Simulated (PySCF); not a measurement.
Al(Me)(F)2 cation (CH3AlF2), SMILES [CH3][Al]([F])[F] (connectivity only; charge and spin as stated), charge +1, multiplicity 2. Atoms are numbered in the order given.

```xyz
7

Al    -0.0077     0.3090     0.0000
C      0.0033    -1.8905     0.0000
H      1.1087    -1.8563     0.0000
H     -0.5079    -2.1016    -0.9500
H     -0.5079    -2.1016     0.9500
F     -0.0007     0.7436    -1.5706
F     -0.0007     0.7436     1.5706
```
Charge +1, spin multiplicity 2.

Geometry: TPSSh-D3(BJ)/def2-SVP. The spin state was assumed, not searched. The isomer is the one that the SMILES or the coordinates give; other isomers of the formula were not compared.

All values below come from PBE0/pcH-1 (PySCF).

Unrestricted Kohn–Sham, ⟨S²⟩ = 0.753. Hyperfine tensors hold the contact and dipolar terms, without spin-orbit corrections.

Computed hyperfine couplings:
```json
[
 {"nucleus": "27Al no. 1", "A(iso) (MHz)": "268.5", "A(iso) (G)": "95.8", "dipolar principal values (MHz)": "-22.1, -19.9, 42.0"},
 {"nucleus": "13C no. 2", "A(iso) (MHz)": "51.5", "A(iso) (G)": "18.4", "dipolar principal values (MHz)": "-62.2, -62.0, 124.2"},
 {"nucleus": "1H no. 3", "A(iso) (MHz)": "-2.5", "A(iso) (G)": "-0.9", "dipolar principal values (MHz)": "-31.6, -5.0, 36.7"},
 {"nucleus": "1H no. 4", "A(iso) (MHz)": "-30.4", "A(iso) (G)": "-10.8", "dipolar principal values (MHz)": "-30.4, -3.6, 34.0"},
 {"nucleus": "1H no. 5", "A(iso) (MHz)": "-30.4", "A(iso) (G)": "-10.8", "dipolar principal values (MHz)": "-30.4, -3.6, 34.0"},
 {"nucleus": "19F no. 6", "A(iso) (MHz)": "34.5", "A(iso) (G)": "12.3", "dipolar principal values (MHz)": "-93.1, -92.2, 185.3"},
 {"nucleus": "19F no. 7", "A(iso) (MHz)": "34.5", "A(iso) (G)": "12.3", "dipolar principal values (MHz)": "-93.1, -92.2, 185.3"}
]
```

Task: And the g tensor (effective nuclear charges for spin-orbit coupling, GIAO)? (Estimate from the structure and the level; the computed values follow.)

Result: principal values 2.0013, 2.0022, 2.0032; isotropic 2.0022.
